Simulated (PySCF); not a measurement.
**B3H6N3O**

B3H6N3O is a molecule, neutral, singlet. The structure, one conformer, was relaxed in the gas phase by PBE0-D3(BJ)/def2-SVP. No frequency run checks that it is a minimum.

SMILES: OB1NBNBN1

```xyz
13

N    -0.617    1.072    0.196
B     0.795    1.242    0.292
N     1.620    0.108    0.035
B     1.081   -1.171   -0.310
N    -0.331   -1.288   -0.394
B    -1.218   -0.189   -0.147
O    -2.568   -0.401   -0.251
H    -1.199    1.879    0.380
H     1.273    2.315    0.584
H     2.624    0.212    0.100
H     1.805   -2.118   -0.522
H    -0.744   -2.180   -0.634
H    -3.099    0.378   -0.072
```
(Å; atoms numbered from 1)

Shieldings: GIAO PBE0/pcSseg-1. Shifts are against computed references at the same level: H TMS (σ 31.27 ppm). Core levels by delta-SCF with SCAN, pcX-2 on the ionised atom and pcseg-1 elsewhere, spin-free X2C; from the vacuum level, for chosen atoms.

(1) Give the NMR and core-level values of the distinct atoms.

(2) By CAM-B3LYP/def2-SVPD (TDDFT singlets, Tamm-Dancoff triplets, ionisation by delta-SCF), where does absorption start, and what does vertical ionisation take?

Answers

(1) 
```json
{"atoms": "N1", "bonded to": "2 B + 1 H", "σ (ppm)": "145.3", "δ (ppm)": "-", "core level (eV)": "1s 404.68"}
{"atoms": "B2", "bonded to": "2 N + 1 H", "σ (ppm)": "72.2", "δ (ppm)": "-", "core level (eV)": "1s 195.74"}
{"atoms": "N3", "bonded to": "2 B + 1 H", "σ (ppm)": "127.0", "δ (ppm)": "-", "core level (eV)": "-"}
{"atoms": "B4", "bonded to": "2 N + 1 H", "σ (ppm)": "72.3", "δ (ppm)": "-", "core level (eV)": "-"}
{"atoms": "N5", "bonded to": "2 B + 1 H", "σ (ppm)": "143.4", "δ (ppm)": "-", "core level (eV)": "1s 404.47"}
{"atoms": "B6", "bonded to": "2 N + 1 O", "σ (ppm)": "78.6", "δ (ppm)": "-", "core level (eV)": "1s 196.81"}
{"atoms": "O7", "bonded to": "1 B + 1 H", "σ (ppm)": "244.1", "δ (ppm)": "-", "core level (eV)": "1s 538.87"}
{"atoms": "H8", "bonded to": "1 N", "σ (ppm)": "27.26", "δ (ppm)": "4.01", "core level (eV)": "-"}
{"atoms": "H9", "bonded to": "1 B", "σ (ppm)": "26.61", "δ (ppm)": "4.66", "core level (eV)": "-"}
{"atoms": "H10", "bonded to": "1 N", "σ (ppm)": "26.09", "δ (ppm)": "5.18", "core level (eV)": "-"}
{"atoms": "H11", "bonded to": "1 B", "σ (ppm)": "26.57", "δ (ppm)": "4.70", "core level (eV)": "-"}
{"atoms": "H12", "bonded to": "1 N", "σ (ppm)": "26.57", "δ (ppm)": "4.69", "core level (eV)": "-"}
{"atoms": "H13", "bonded to": "1 O", "σ (ppm)": "28.71", "δ (ppm)": "2.55", "core level (eV)": "-"}
```

Values are those of this one static structure; atoms that internal rotation interchanges would show their mean in an NMR spectrum.

The core-hole state of B2 is spin-contaminated (⟨S²⟩ 0.81 against 0.75 for a pure doublet), so that value and differences from it are less sure.

(2) The first singlet with intensity lies at 6.97 eV (f 0.041); what lies below it is dark. The lowest singlet lies at 6.89 eV (f 0.000), the strongest of the first 6 at 7.99 eV (f 0.136), the lowest triplet at 6.40 eV; vertical ionisation takes 9.89 eV.
